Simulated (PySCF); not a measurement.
CH₇ClN₂Si, SMILES NC[Si@@H](N)Cl. Atoms are numbered in the order given.

```xyz
12

N     -2.2124    -1.2264     0.7463
C     -1.5236    -0.3307    -0.1772
Si     0.2215     0.0965     0.3784
N      1.1029    -1.3742     0.5482
Cl     1.0575     1.4364    -0.9982
H     -2.3786    -0.7589     1.6358
H     -1.6167    -2.0253     0.9611
H     -2.1133     0.5904    -0.3174
H     -1.4812    -0.7898    -1.1818
H      0.2543     0.7610     1.7113
H      1.9362    -1.3863     1.1267
H      1.2289    -1.9734    -0.2618
```
Charge 0, spin multiplicity 1.

Geometry: PBE0-D3(BJ)/def2-SVP. The structure was generated by enumeration; whether it is a known compound was not checked. Other conformers were not sampled.

Computed with PBE/pcSseg-1 (PySCF).

GIAO shieldings, no solvent; atoms listed in one row are averaged. δ = σ(ref) − σ: ¹⁵N against NH3 (σ = 267.0 ppm); ¹³C against TMS (σ = 182.0 ppm); ²⁹Si against TMS (σ = 335.4 ppm); ³⁵Cl against HCl (σ = 936.5 ppm); ¹H against TMS (σ = 31.49 ppm), references at their B3LYP-D3(BJ)/def2-TZVP geometries, non-relativistic (without spin–orbit terms, shifts of atoms bonded to Cl or Br come out too high).

Computed chemical shifts:
```json
[
 {"nucleus": "¹⁵N", "atoms": "N4", "count": "1", "δ (ppm)": "36.9"},
 {"nucleus": "¹⁵N", "atoms": "N1", "count": "1", "δ (ppm)": "27.9"},
 {"nucleus": "¹³C", "atoms": "C2", "count": "1", "δ (ppm)": "38.5"},
 {"nucleus": "²⁹Si", "atoms": "Si3", "count": "1", "δ (ppm)": "-6.4"},
 {"nucleus": "³⁵Cl", "atoms": "Cl5", "count": "1", "δ (ppm)": "87.0"},
 {"nucleus": "¹H", "atoms": "H10", "count": "1", "δ (ppm)": "5.15"},
 {"nucleus": "¹H", "atoms": "H8", "count": "1", "δ (ppm)": "2.74"},
 {"nucleus": "¹H", "atoms": "H9", "count": "1", "δ (ppm)": "2.64"},
 {"nucleus": "¹H", "atoms": "H11", "count": "1", "δ (ppm)": "1.29"},
 {"nucleus": "¹H", "atoms": "H12", "count": "1", "δ (ppm)": "0.66"},
 {"nucleus": "¹H", "atoms": "H7", "count": "1", "δ (ppm)": "0.57"},
 {"nucleus": "¹H", "atoms": "H6", "count": "1", "δ (ppm)": "0.05"}
]
```
